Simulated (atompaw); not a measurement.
**What the settings do to the PAW (atompaw) potential of F (Z = 9)**

Base potential:

```
Element                 : fluorine (F)
Generator               : atompaw 4.2.0.5
Type                    : PAW
Functional              : PBEsol
Relativity              : non-relativistic
Frozen core             : [He]
Valence charge          : 7
Reference configuration : 2s2 2p5
Partial waves           : 2s (bound): rc 0.75 bohr; 2s channel at -1.4 Ry: rc 0.75 bohr; 2p (bound): rc 1.90 bohr; 2p channel at 0.8 Ry: rc 1.90 bohr; 3d channel at 0.1 Ry: rc 1.80 bohr; 3d channel at 2.3 Ry: rc 1.80 bohr
Local potential         : bessel scheme, radius 1.45 bohr
Core correction         : smooth core density matched at 1.30 bohr
Augmentation charge     : gaussian compensation charge, radius 1.75 bohr; PAW radius 1.90 bohr; waves and projectors: custom rrkj vanderbiltortho
```

Cutoffs, loose and tight: the cutoffs (Ry, on a coarse ladder) from which the occupation-weighted sum of valence levels, in a spherical-Bessel basis at the reference potential, stays within 10 and 1 mRy of its value at 400 Ry. They see the waves, projectors and local potential, not the compensation charge or the core. A dash means not determined.

| change | outcome | cutoff, loose | cutoff, tight | bound ghosts |
| --- | --- | --- | --- | --- |
| base | generated | 40 Ry | 70 Ry | none |
| wave 2s channel at -1.4 Ry: rc 0.75 bohr becomes 2s channel at -1.4 Ry: rc 1.04 bohr | failed: atompaw: The overlap operator has at least one negative eigenvalue! | – | – | – |
| wave 2s channel at -1.4 Ry: rc 0.75 bohr becomes 2s channel at -1.4 Ry: rc 1.14 bohr | generated | 25 Ry | 70 Ry | none |
| wave 2s channel at -1.4 Ry: rc 0.75 bohr becomes 2s channel at -1.4 Ry: rc 1.32 bohr | generated | 25 Ry | 70 Ry | none |
| wave 2s channel at -1.4 Ry: rc 0.75 bohr becomes 2s channel at -1.4 Ry: rc 1.44 bohr | failed: atompaw: The overlap operator has at least one negative eigenvalue! | – | – | – |
| wave 2s channel at -1.4 Ry: rc 0.75 bohr becomes 2s channel at -1.4 Ry: rc 1.54 bohr | failed: atompaw: The overlap operator has at least one negative eigenvalue! | – | – | – |
| wave 2s channel at -1.4 Ry: rc 0.75 bohr becomes 2s channel at -1.4 Ry: rc 1.72 bohr | failed: atompaw: The overlap operator has at least one negative eigenvalue! | – | – | – |
| wave 2s channel at -1.4 Ry: rc 0.75 bohr becomes 2s channel at -1.4 Ry: rc 1.88 bohr | generated | 40 Ry | 70 Ry | none |
